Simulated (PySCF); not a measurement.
Positional isomers: benzothiophene methyl+silyl. Isolated molecules, 0 K electronic values unless said otherwise. Strings in code marks are SMILES.

Method: PBE-D3(BJ)/def2-TZVP // B3LYP-D3(BJ)/def2-SVP (PySCF). All candidates: neutral, multiplicity 1. Delta-SCF ions had no search for a lower state. Excitations are Tamm–Dancoff values on a coarser integration grid. The basis has no diffuse functions, so Rydberg states are missing or too high.

```yaml
S1 excitation (TDA): 4.24 eV
vertical ionisation energy (Delta-SCF): 7.79 eV
LUMO: -1.79 eV
```

Task: Identify which member has these values.
A) `Cc1c([SiH3])sc2ccccc12`
B) `Cc1cc([SiH3])cc2ccsc12`
C) `Cc1cc([SiH3])cc2sccc12`

Result: B, `Cc1cc([SiH3])cc2ccsc12`. The others give `Cc1cc([SiH3])cc2sccc12`: 4.14 eV, 7.74 eV, -1.95 eV; `Cc1c([SiH3])sc2ccccc12`: 4.06 eV, 7.67 eV, -1.95 eV
